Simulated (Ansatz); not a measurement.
Reaction (ligand exchange at a Mg–O bond): `C[CH2][Mg][O][SiH3]` + HCl → `C[CH2][Mg][Cl]` + silanol

Gas-phase electronic energies from Ansatz, PBE0-D4/def2-TZVP geometries. CCSD(T)/CBS adds triple-zeta CCSD(T) − MP2 to the extrapolated MP2 energy (def2 sets, frozen cores). This one scheme is used for every species. Functionals use def2-TZVPP. For Mg outer-core shells are correlated without core-valence functions, which leaves a few kJ/mol of doubt a bond. Each species was taken in one conformer, which may not be the lowest.

Task: Is it downhill or uphill in electronic energy at CCSD(T)/CBS, and by how much? (Estimate.)

Result: Ansatz gave: Downhill: ΔE = -9.7 kcal/mol.

Task: What do these levels give: PBE-QIDH, r2SCAN0, CAM-B3LYP, MP2/def2-SVP, HF/def2-QZVPP, SCS-MP2/def2-QZVPP? (Estimate.)

Result: Ansatz gave: PBE-QIDH -12.2, r2SCAN0 -12.8, CAM-B3LYP -11.2, MP2/def2-SVP -8.9, HF/def2-QZVPP -13.8, SCS-MP2/def2-QZVPP -9.6 kcal/mol.

Largest T1 diagnostic among the species: 0.011.

At CCSD(T), def2-SVP lies +0.9 kcal/mol from the extrapolated value and def2-TZVPP −0.3 kcal/mol. In def2-TZVPP, CCSD(T) changes the Hartree–Fock value by +4.2 kcal/mol (the triples alone add +0.3 kcal/mol) and MP2 by +4.0 kcal/mol. Leaving LDA and LC-ωPBE aside and taking each functional with its dispersion term where it has one, the values, not all of them listed here, spread over 2.5 kcal/mol, from HSE06-D4 to BLYP-D4. LDA lies +0.8 kcal/mol from PBE without D4.
